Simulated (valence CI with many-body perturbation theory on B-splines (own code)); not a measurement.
**Questions on Sn XXIX**

Method: valence CI with perturbative core correlation (CI+MBPT): four valence electrons over a frozen Dirac-Fock core [Ar], a basis of 7 s, 7 p, 8 d, 6 f, 4 g, 1 h functions for each j, with the one-electron correlation potential Σ1, the two-electron term Σ2, the three-electron term Σ3, Breit, model QED; selected CI, second order for the rest, scaled by the run's own slope (own B-spline code, finite nucleus).

No measured spectrum was set against this ion. As an estimate, large intervals hold to a few tenths of a per cent, small ones and those within an open d or f shell to about a per cent. Only levels of the ground parity were solved; by the run's estimate the other parity begins above the list, which can be wrong where configurations are misplaced.

Levels are named by their leading jj configuration (3d3/2^4 stands for four electrons in 3d with j = 3/2), which in mixed levels can hold well under half, so a name can repeat and another be missing.

Rates and lifetimes use the calculated energies. Strong lines usually hold to 10 to 20 %, long lifetimes can be off by a factor of two.

**Question.** What is the ground level?

**Answer.** (3d3/2^4) J=0, composition 51 % 3d4 5D + 44 % 3d4 3P + 6 % 3d4 1S.

**Question.** How well does LS coupling describe the low levels?

**Answer.** Among the lowest 20 levels the leading LS term, summed over configurations, holds 59 % on average. For single configurations the figures are 59 % in LS and 74 % in jj coupling. Terms mix most in the J = 2 level at 268310 cm⁻¹, where the leading one holds 35 %.

**Question.** Name the longest-lived excited levels whose lifetime is computed, and their main decay.

**Answer.** (3d3/2^3 3d5/2) J=4 at 102000 cm⁻¹ lives 807 ms, mostly by M1 to (3d3/2^2 3d5/2^2) J=3.

**Question.** What is the ionisation energy?

**Answer.** 1595.9 eV; NIST lists 1596 ± 4 eV (theoretical).
